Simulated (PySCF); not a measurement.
**Static response to an electric field**

C3H5GeN.
Structure used (PBE0-D3(BJ)/def2-SVP), in Å, numbered top down from 1:
```xyz
10
C3H5GeN angstrom
C      2.4650    1.0088   -0.0895
C      1.5579    0.2158   -0.2598
Ge     0.0511   -0.9291   -0.4615
C     -1.4188    0.0464    0.4231
N     -1.3125    1.1818    0.9740
H      3.2772    1.7002    0.0525
H     -0.2295   -1.1506   -1.9565
H      0.3315   -2.2776    0.2208
H     -2.4136   -0.4368    0.4394
H     -0.3487    1.5370    0.9011
```

Level: wB97X-D/def2-SVPD (PySCF), static field, nuclei fixed, core orbitals frozen in the response. The polarisability tensor in these axes (au):

```
x   79.26  8.50 -2.48
y    8.50 75.41  9.27
z   -2.48  9.27 58.39
```

**Question.** Diagonalise the tensor; give its mean and Δα, where Δα² is half the sum of the squared differences of the eigenvalues.

**Answer.** Principal values 53.00, 73.40 and 86.67 au; mean 71.02 au = 10.52 Å³ = 11.71 × 10⁻⁴⁰ C²·m²/J; Δα = 29.38 au (41 % of the mean).

**Question.** What is the dipole moment, and where does it point?

**Answer.** (1.17, -1.09, -0.87) D, 1.82 D in size, pointing from the negative to the positive side. Measured along this direction, the outermost atoms are N5 at the negative end and H7 and H8 at the positive end.

**Question.** Sum over states: ᾱ = Σ f/ω², ω in Eh. What share falls to these 10 lowest TDDFT singlets (eV, f)? 4.49, 0.0000; 6.17, 0.0001; 6.43, 0.0062; 6.45, 0.0018; 6.71, 0.0429; 7.05, 0.0019; 7.19, 0.0558; 7.47, 0.0355; 7.52, 0.0009; 7.59, 0.0480.

**Answer.** They add up to 2.78 au, 3.9 % of the 71.02 au; the largest single term is 0.80 au, from the state at 7.19 eV. Terms in order: 0.00, 0.00, 0.11, 0.03, 0.71, 0.03, 0.80, 0.47, 0.01, 0.62 au. Higher excitations give the rest. The strengths listed sum to 0.193.

**Question.** What would n − 1 = 2πNα be for an ideal gas of these molecules at 273.15 K and 1 atm, electronic part alone?

**Answer.** N = p/kT = 2.6868 × 10¹⁹ cm⁻³, so n − 1 = 2π × N × 10.52 × 10⁻²⁴ cm³ = 1777 × 10⁻⁶ at long wavelengths, for an ideal gas.

**Question.** Find the Langevin capture rate constant for NH4+ (18.034 u) meeting this molecule (128.963 u), k = 2.342 × 10⁻⁹ cm³/s × √(α in Å³ / reduced mass in u).

**Answer.** The reduced mass is 15.82 u, so k = 1.91 × 10⁻⁹ cm³/s. The formula leaves out the permanent dipole, which adds to the capture rate.

**Question.** What depolarisation ratio follows for Rayleigh scattering of linearly polarised light, taking the static tensor?

**Answer.** ρ = 3Δα²/(45ᾱ² + 4Δα²) = 2589.2/(226983 + 3452.3) = 0.0112.

Geometry: PBE0-D3(BJ)/def2-SVP, one conformer, isolated molecule. The calculation is non-relativistic, for germanium too.

Note: wB97X-D ran without an empirical dispersion term, which enters the total energy and its gradient alone.
